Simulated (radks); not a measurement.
Results of a calculation; reference values are marked as such.
Task: The table gives one normalised radial function P(r) = r R(r) of Eu20+ in [Kr] 4d7 (r in bohr). Level of theory: scalar-relativistic Kohn-Sham, BLYP, spin-polarised, spherical densities, finite nucleus; open shells are filled with parallel spins first (spin-orbit coupling, left out, can overturn this in heavy ions); Fermi nuclear charge, rms radius 5.1115 fm (a radial shooting solver on a logarithmic mesh with Libxc functionals).

r,P
0.001663,0.0064
0.002422,0.0121
0.0035,0.0227
0.005056,0.0421
0.007306,0.0772
0.01064,0.1396
0.01537,0.2384
0.02221,0.3799
0.03209,0.5415
0.04674,0.6384
0.06753,0.5002
0.09758,-0.0075
0.141,-0.7011
0.2053,-0.8773
0.2967,0.0488
0.4286,1.3126
0.6193,1.4593
0.902,0.6209
1.303,0.0964
1.883,0.0039

Which n and l does it have? It may be an empty orbital.

Result: n = 4, l = 1: the number of nodes gives n - l - 1 = 2, the rise at small r (about r^(l+1), flatter next to the nucleus through relativity) gives l, and the extent must fit the shell. The curve is that of 4p up; the table hardly tells the two spins apart. 4p up: eigenvalue -747.76 eV, 2 radial nodes at r = 0.0972, 0.293 bohr, <r> = 0.560 bohr, 90 % of the charge inside 0.804 bohr.
